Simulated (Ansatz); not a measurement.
Born–Oppenheimer molecular dynamics of CH6ClNSSi (11 atoms, charge 0, multiplicity 1). It starts from a relaxed structure.

These are results of Ansatz 0.2.0, RKS PBE0/6-31G, not measurements.

```json
{
 "ensemble": "NVT, Nosé–Hoover chain",
 "time step": "0.5 fs",
 "steps asked": "250",
 "set temperature": "500 K",
 "thermostat": "time constant 50 fs, chain length 5",
 "seed": "632715"
}
```

First frame:

```xyz
11
Properties=species:S:1:pos:R:3
C -1.105 0.998 -0.404
Si 0.382 0.129 0.360
N 1.127 -0.926 -0.805
S -0.027 -1.047 2.206
Cl 1.713 1.712 1.095
H -0.792 1.593 -1.268
H -1.563 1.668 0.327
H -1.847 0.262 -0.727
H 1.046 -0.762 -1.798
H 1.823 -1.608 -0.547
H -0.693 -2.076 1.580
```

(1) What does the run give?

(2) What happens to the structure?

(3) How do temperature and energy run in time?

Answers

(1) The run went to its last step.

```yaml
steps_done: 250
time_covered: 125 fs
mean_temperature_over_the_second_half: 406 K
spread_of_the_potential_energy_over_the_second_half: 8.6 meV per atom
mean_potential_energy_of_the_second_half_above_the_start: 39.2 meV per atom
```

The conserved energy stayed within 0.87 meV per atom of its start (net change 0.35 meV per atom), so the integration is sound. The mean temperature of the second half is 19 % below the set value. A run of 0.12 ps of so small a system gives no equilibrium averages. Limits of this set-up: no polarisation functions.

(2) The same pairs are bonded in the first frame and the last. Pairs count as bonded within 1.25 times the sum of covalent radii (0.12 Å more for H–H). The details hang on the random start.

(3) 
```json
{"time (fs)": "0", "T (K)": "500", "potential energy less start (eV)": "0.000", "conserved less start (meV/atom)": "0.00"}
{"time (fs)": "4", "T (K)": "383", "potential energy less start (eV)": "0.138", "conserved less start (meV/atom)": "0.10"}
{"time (fs)": "8", "T (K)": "275", "potential energy less start (eV)": "0.267", "conserved less start (meV/atom)": "0.34"}
{"time (fs)": "12", "T (K)": "328", "potential energy less start (eV)": "0.209", "conserved less start (meV/atom)": "0.23"}
{"time (fs)": "16", "T (K)": "213", "potential energy less start (eV)": "0.350", "conserved less start (meV/atom)": "0.41"}
{"time (fs)": "20", "T (K)": "209", "potential energy less start (eV)": "0.363", "conserved less start (meV/atom)": "0.51"}
{"time (fs)": "24", "T (K)": "176", "potential energy less start (eV)": "0.409", "conserved less start (meV/atom)": "0.47"}
{"time (fs)": "28", "T (K)": "189", "potential energy less start (eV)": "0.401", "conserved less start (meV/atom)": "0.24"}
{"time (fs)": "32", "T (K)": "293", "potential energy less start (eV)": "0.290", "conserved less start (meV/atom)": "0.21"}
{"time (fs)": "36", "T (K)": "286", "potential energy less start (eV)": "0.315", "conserved less start (meV/atom)": "0.22"}
{"time (fs)": "40", "T (K)": "232", "potential energy less start (eV)": "0.394", "conserved less start (meV/atom)": "0.23"}
{"time (fs)": "44", "T (K)": "235", "potential energy less start (eV)": "0.409", "conserved less start (meV/atom)": "0.38"}
{"time (fs)": "48", "T (K)": "257", "potential energy less start (eV)": "0.406", "conserved less start (meV/atom)": "0.37"}
{"time (fs)": "52", "T (K)": "240", "potential energy less start (eV)": "0.447", "conserved less start (meV/atom)": "0.44"}
{"time (fs)": "56", "T (K)": "237", "potential energy less start (eV)": "0.475", "conserved less start (meV/atom)": "0.54"}
{"time (fs)": "60", "T (K)": "268", "potential energy less start (eV)": "0.459", "conserved less start (meV/atom)": "0.39"}
{"time (fs)": "64", "T (K)": "350", "potential energy less start (eV)": "0.380", "conserved less start (meV/atom)": "0.29"}
{"time (fs)": "68", "T (K)": "368", "potential energy less start (eV)": "0.383", "conserved less start (meV/atom)": "0.48"}
{"time (fs)": "72", "T (K)": "364", "potential energy less start (eV)": "0.408", "conserved less start (meV/atom)": "0.50"}
{"time (fs)": "76", "T (K)": "439", "potential energy less start (eV)": "0.337", "conserved less start (meV/atom)": "0.35"}
{"time (fs)": "80", "T (K)": "443", "potential energy less start (eV)": "0.350", "conserved less start (meV/atom)": "0.45"}
{"time (fs)": "84", "T (K)": "477", "potential energy less start (eV)": "0.322", "conserved less start (meV/atom)": "0.33"}
{"time (fs)": "88", "T (K)": "502", "potential energy less start (eV)": "0.308", "conserved less start (meV/atom)": "0.36"}
{"time (fs)": "92", "T (K)": "427", "potential energy less start (eV)": "0.407", "conserved less start (meV/atom)": "0.46"}
{"time (fs)": "96", "T (K)": "371", "potential energy less start (eV)": "0.480", "conserved less start (meV/atom)": "0.41"}
{"time (fs)": "100", "T (K)": "347", "potential energy less start (eV)": "0.523", "conserved less start (meV/atom)": "0.66"}
{"time (fs)": "104", "T (K)": "263", "potential energy less start (eV)": "0.634", "conserved less start (meV/atom)": "0.86"}
{"time (fs)": "108", "T (K)": "308", "potential energy less start (eV)": "0.591", "conserved less start (meV/atom)": "0.62"}
{"time (fs)": "112", "T (K)": "500", "potential energy less start (eV)": "0.376", "conserved less start (meV/atom)": "0.14"}
{"time (fs)": "116", "T (K)": "353", "potential energy less start (eV)": "0.564", "conserved less start (meV/atom)": "0.48"}
{"time (fs)": "120", "T (K)": "523", "potential energy less start (eV)": "0.379", "conserved less start (meV/atom)": "0.34"}
{"time (fs)": "124", "T (K)": "606", "potential energy less start (eV)": "0.300", "conserved less start (meV/atom)": "0.10"}
```

Time of the run: 13 min on 2 threads of Arm Neoverse N1, with other jobs on the host, peak memory 0.14 GiB.
